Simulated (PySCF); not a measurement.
## Field gradients at the hydrogen positions

Compound: C5H12F3PSi.
Z-matrix (Å and degrees, GFN2-xTB geometry), rows numbered from 1:
```
C 
C   1  1.5272
C   2  1.5280  1  110.07
P   2  1.8822  1  111.18  3  -119.31
C   4  1.8450  2   99.72  1  -158.84
Si  5  1.9197  4  114.27  2   175.98
C   4  1.8922  2   97.05  1   -61.91
F   7  1.3442  4  110.77  2  -163.64
F   7  1.3462  4  114.44  2   -43.53
F   7  1.3415  4  112.39  2    78.06
H   1  1.0889  2  109.71  3   -49.87
H   1  1.0870  2  111.69  3  -169.45
H   1  1.0890  2  110.61  3    69.63
H   2  1.0980  1  109.74  3   120.42
H   3  1.0885  2  111.58  1   179.40
H   3  1.0889  2  110.32  1   -60.05
H   3  1.0886  2  110.09  1    59.38
H   5  1.0926  4  109.65  2    50.01
H   5  1.0917  4  105.41  2   -65.37
H   6  1.4586  5  110.19  4   -90.67
H   6  1.4613  5  108.44  4    32.28
H   6  1.4665  5  106.00  4   150.89
```

Level: PBE0/pcSseg-1 (PySCF, non-relativistic); Q(2H) = 0.00286 b; rigid geometry, the same for H and D, with no vibrational averaging.

Task: Rank these positions by the coupling χzz of a deuteron there, largest first.
A. H14 (methine hydrogen)
B. H22 (Si–H hydrogen)
C. H17 (methyl hydrogen)

Result: C (211 kHz), A (196 kHz), B (108 kHz).

Task: Give the electric field gradient Vzz (the principal value of largest size), its asymmetry and the 2H coupling at each hydrogen.

Result: 
```
atom  bonded to  bond length (Å)  Vzz (au)     η  χzz (kHz)
 H11         C1            1.089    0.3129  0.03        210
 H12         C1            1.087    0.3113  0.04        209
 H13         C1            1.089    0.3104  0.03        209
 H14         C2            1.098    0.2910  0.01        196
 H15         C3            1.088    0.3141  0.03        211
 H16         C3            1.089    0.3100  0.02        208
 H17         C3            1.089    0.3134  0.02        211
 H18         C5            1.093    0.3083  0.02        207
 H19         C5            1.092    0.3132  0.03        210
 H20        Si6            1.459    0.1656  0.02        111
 H21        Si6            1.461    0.1633  0.02        110
 H22        Si6            1.466    0.1603  0.01        108
```

Task: Average by the element that carries the hydrogen.

Result: on C: 208 kHz over 9 positions, mean bond length 1.090 Å; on Si: 110 kHz over 3 positions, mean bond length 1.462 Å.

Task: How does χzz go with the bond length over the 9 C–H bonds?

Result: A straight-line fit has a slope of -12.6 kHz for each 0.01 Å, with a correlation coefficient of -0.88, over lengths from 1.087 to 1.098 Å. The longer bonds have the smaller couplings here.

The structure is a single GFN2-xTB conformer in the gas phase; no vibrational or solvent corrections. GFN2-xTB frequencies show an imaginary mode (27i cm⁻¹), so this geometry is no minimum at that level. GFN2-xTB bond lengths can be off by several hundredths of an ångström, more for odd bonds, and the gradients follow them. With a basis this small, the couplings can be 20 % off.
